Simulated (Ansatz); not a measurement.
```yaml
crystal:
  periodic: [false, false, false]
  atoms:
    - {symbol: F, position_ang: [-2.421595, 0.677916, -0.658302]}
    - {symbol: C, position_ang: [-1.217774, 0.195653, -0.845492]}
    - {symbol: F, position_ang: [-1.273547, -1.127463, -0.819761]}
    - {symbol: F, position_ang: [-0.823508, 0.491400, -2.137333]}
    - {symbol: C, position_ang: [-0.250687, 0.761787, 0.184676]}
    - {symbol: O, position_ang: [1.062560, 0.223738, -0.079010]}
    - {symbol: B, position_ang: [1.624944, -0.682891, 0.730126]}
    - {symbol: Cl, position_ang: [3.224534, -1.276916, 0.267261]}
    - {symbol: Cl, position_ang: [0.848227, -1.410688, 2.193191]}
    - {symbol: H, position_ang: [-0.690680, 0.435673, 1.153017]}
    - {symbol: H, position_ang: [-0.141045, 1.763699, 0.042106]}
basis:
  gaussian: {orbitals: def2-TZVPD, nuclear_model: gaussian, point_charges: [{charge: 1.00, position_ang: [6.633, 0.858, 0.783]}]}
hamiltonian: {xc: {name: r2SCAN0}}
accuracy: high
output: {forces: true}
```

```sh
$ ansatz run in.yaml --threads 4 --pin off --events-out ev --progress --plain --max-ram 66560MiB --backend cuda --devices 0, --max-vram 37GiB
```

It prints (some lines left out):

```
Functional definition: r2SCAN0
6096 factors; integrals over basis functions are off by at most 2.7e-8 eV
mean field evaluation 1: about -38021.4609 eV, gradient 5.6e1 eV
mean field evaluation 2: about -38017.1683 eV, gradient 7.5e1 eV
mean field evaluation 4: about -38026.2242 eV, gradient 3.0e0 eV
mean field evaluation 8: about -38026.5966 eV, gradient 6.6e-1 eV
mean field evaluation 16: about -38026.5975 eV, gradient 3.8e-4 eV
mean field -38026.59754529 eV, -1397.4516844357 hartree, gradient 2.1e-8 eV, S^2 0.000000; 0 other end points of the search recorded, 0 dependent functions left out
reference -38026.59754701 eV, -1397.4516844991 hartree; 44, 44 occupied and 337, 337 virtual orbitals, 6096 factors
Total energy: -38026.59754701 eV, -1397.4516844991 hartree
Atom 0 at    -2.421595     0.677916    -0.658302 Å, force    -0.144945     0.204955     0.091417 eV/Å
Atom 1 at    -1.217774     0.195653    -0.845492 Å, force     0.959159    -0.066924    -2.150122 eV/Å
Atom 2 at    -1.273547    -1.127463    -0.819761 Å, force     0.022447     0.004336     0.498552 eV/Å
Atom 3 at    -0.823508     0.491400    -2.137333 Å, force    -0.433354     0.107350     1.616742 eV/Å
Atom 4 at    -0.250687     0.761787     0.184676 Å, force    -0.262983    -3.515525    -0.069032 eV/Å
Atom 5 at     1.062560     0.223738    -0.079010 Å, force    -0.638829    -0.331872     1.119163 eV/Å
Atom 6 at     1.624944    -0.682891     0.730126 Å, force    -0.690614    -0.530652     0.441119 eV/Å
Atom 7 at     3.224534    -1.276916     0.267261 Å, force     0.086415     0.155958     0.107509 eV/Å
Atom 8 at     0.848227    -1.410688     2.193191 Å, force     0.638960     0.681295    -1.126423 eV/Å
Atom 9 at    -0.690680     0.435673     1.153017 Å, force     0.745430     0.571943    -0.460440 eV/Å
Atom 10 at    -0.141045     1.763699     0.042106 Å, force    -0.167408     2.801899    -0.039633 eV/Å
Dipole moment:    -0.508472     0.296694     0.318610 e Å
```

It took 20 s on 4 threads of an AMD EPYC 7R13 on a shared host and a share of an NVIDIA H100 80 GB, with 1.6 GiB of host memory at the peak.
